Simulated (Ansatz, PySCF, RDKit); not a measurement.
Torsion H3–O1–Si2–H4 in H2OSi (SMILES O[SiH]); at each angle all else is relaxed with GFN2-xTB, and the levels are single points there.
Geometry at 180° (charge 0, multiplicity 1):
```xyz
4

O     -0.751     0.295     0.267
Si     0.753     0.605    -0.334
H     -1.340    -0.357    -0.101
H      1.006     1.645     0.688
```
Energies count from the point at 180°.

Correlated levels freeze the cores. CBS: X⁻³ extrapolation of the correlation energy, Hartree–Fock from the larger set. Rows in 6-311+G** carry no dispersion term and start afresh at each structure.

Programs: Ansatz (Gaussian basis) for Hartree–Fock, density functionals and correlated methods; PySCF for 6-311+G** rows, the dispersion terms; RDKit for the force fields. Each number belongs to the level named beside it.

Energies in kcal/mol.

| dihedral (°) | MMFF94 | B3LYP/6-311+G** | B3LYP-D4/def2-TZVPP | CCSD(T)/CBS(cc-pV(T+d)Z, cc-pV(Q+d)Z) |
|---|---|---|---|---|
| 0 | -3.19 | 0.64 | 0.11 | 0.22 |
| 30 | -2.13 | 2.39 | 1.86 | 1.95 |
| 60 | 0.38 | 6.39 | 5.92 | 5.92 |
| 90 | 2.41 | 8.88 | 8.61 | 8.56 |
| 120 | 1.74 | 6.96 | 6.82 | 6.81 |
| 150 | 0.45 | 2.29 | 2.25 | 2.26 |
| 180 | 0.00 | 0.00 | 0.00 | 0.00 |
| 210 | 0.45 | 2.29 | 2.25 | 2.26 |
| 240 | 1.74 | 6.96 | 6.82 | 6.81 |
| 270 | 2.41 | 8.88 | 8.61 | 8.56 |
| 300 | 0.38 | 6.39 | 5.92 | 5.92 |
| 330 | -2.13 | 2.39 | 1.86 | 1.95 |

Ansatz is a program for electronic structure.
